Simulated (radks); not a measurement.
Values are calculated unless marked as measured or tabulated.
Excited configurations of neutral chromium: one electron is placed in a higher orbital outside [Ar] 3d5. The ground configuration is [Ar] 3d5 4s1. Level of theory: scalar-relativistic Kohn-Sham, BLYP, spin-polarised, spherical densities, point nucleus; open shells are filled with parallel spins first (a radial shooting solver on a logarithmic mesh with Libxc functionals). Excitation = E - E(ground); binding = E(ion) - E, where the ion is the core of charge +1; n* = 1/sqrt(2 binding) in atomic units, and the quantum defect is n - n*.

outer orbital  excitation (eV)  binding (eV)  quantum defect  eigenvalue (eV)
4p                       3.327         3.926           2.138           -1.789
4d                       5.738         1.516           1.004           -0.646
5p                       5.474         1.780           2.235           -0.981

The Delta-SCF ionisation energy is 7.253 eV (NIST Atomic Spectra Database: 6.767 eV, measured). Self-interaction in the functional shifts the binding energies and quantum defects, so they are the method's values and not measured ones. Open shells are spherical and high-spin; term and fine-structure splittings are not resolved.
